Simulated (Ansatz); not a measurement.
A geometry relaxed with r2SCAN-D4/def2-TZVP in Ansatz (a first-principles code), charge 0, multiplicity 1:

```xyz
5

Br     1.9655    -0.7348     0.6600
Br    -1.1669     0.6453     1.7495
Br    -1.0731    -1.6122    -1.0430
Si     0.0000     0.0000     0.0000
Br     0.2745     1.7017    -1.3665
```

Question: Write the SMILES of this molecule.

Answer: `Br[Si](Br)(Br)Br`
